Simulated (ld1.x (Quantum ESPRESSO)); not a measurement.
## Transferability test, TM potential for iridium

```
Element                 : iridium (Ir)
Generator               : ld1.x (Quantum ESPRESSO) 7.5
Type                    : norm-conserving Troullier–Martins (Kleinman–Bylander form)
Functional              : LDA (PZ)
Relativity              : scalar-relativistic
Frozen core             : [Kr] 4d10 4f14
Valence charge          : 17
Reference configuration : 5s2 5p6 5d7 6s0 6p0 (charge +2)
Partial waves           : 5s (bound): rc 1.70 bohr; 5p (bound): rc 1.65 bohr; 5d (bound): rc 1.85 bohr
Local potential         : all-electron potential smoothed inside 1.55 bohr (lloc = -1)
Core correction         : none
```

Energies are relative to the spin-unpolarised reference configuration 5s2 5p6 5d7 6s0 6p0; without spin polarisation the order of configurations can differ from experiment. Spin-polarised rows fill each open shell by Hund’s rule, majority spin first.

```
               valence configuration  charge  ΔE all-electron (eV)  error AE − PS (meV)
                 5s2 5p6 5d7 6s2 6p0       0               -28.035                 +930
                 5s2 5p6 5d7 6s1 6p0      +1               -17.850                 +572
                 5s2 5p6 5d6 6s0 6p0      +3                30.842                 -4.9
             5s2 5p6 5d7.5 6s1.5 6p0       0               -28.293                 +654
                 5s2 5p6 5d7 6s0 6p1      +1               -11.273                  +23
                 5s2 5p6 5d8 6s0 6p0      +1               -19.010                 +3.3
5s2 5p6 5d7 6s0 6p0 (spin-polarised)      +2                -1.274                 +124
```

What are ΔE and the potential's error for 5s2 5p6 5d8 6s1 6p0?

ΔE = -28.311 eV all-electron; the error (AE − PS) is +410 meV.

What are ΔE and the potential's error for 5s2 5p6 5d7 6s2 6p0 (spin-polarised)?

ΔE = -29.187 eV all-electron; the error (AE − PS) is +1032 meV.

Levels in the configuration 5s2 5p6 5d7 6s1 6p0:

```json
{"level": "5s", "all-electron (eV)": "-106.678", "pseudo (eV)": "-106.306"}
{"level": "5p", "all-electron (eV)": "-63.323", "pseudo (eV)": "-63.036"}
{"level": "5d", "all-electron (eV)": "-15.585", "pseudo (eV)": "-15.399"}
{"level": "6s", "all-electron (eV)": "-13.916", "pseudo (eV)": "-14.365"}
```
